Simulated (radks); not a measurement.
Initial-state core-level shifts of neutral tungsten when its valence configuration changes from [Xe] 4f14 5d4 6s2. All-electron calculation, Dirac Kohn-Sham, PBE, spin-unpolarised, spherical densities, point nucleus; open shells are shared between the two j in proportion to 2j + 1. Program: a radial shooting solver on a logarithmic mesh with Libxc functionals. Shifts are changes of the shell-averaged eigenvalues in eV (positive: less bound).

valence                    2p       3s       4p       4d
4f13 5d4 6s2 6p1      -14.455  -15.987  -14.538  -14.112
4f11 5d6 6s2 6p1      -37.155  -42.298  -36.890  -35.479
4f14 5d3 6s2 6p1       -4.012   -3.984   -3.985   -3.992
4f14 5d5 6s1           +1.967   +1.950   +1.953   +1.961
4f13 5d5 6s2          -10.143  -11.704  -10.264   -9.832
4f14 5d6               +3.482   +3.458   +3.467   +3.482
4f13 5d5 6s1 6p1      -11.773  -13.342  -11.904  -11.470
4f14 5d3.5 6s2 6p0.5   -1.970   -1.959   -1.960   -1.963
4f13 5d6 6s1           -7.873   -9.453   -8.016   -7.577
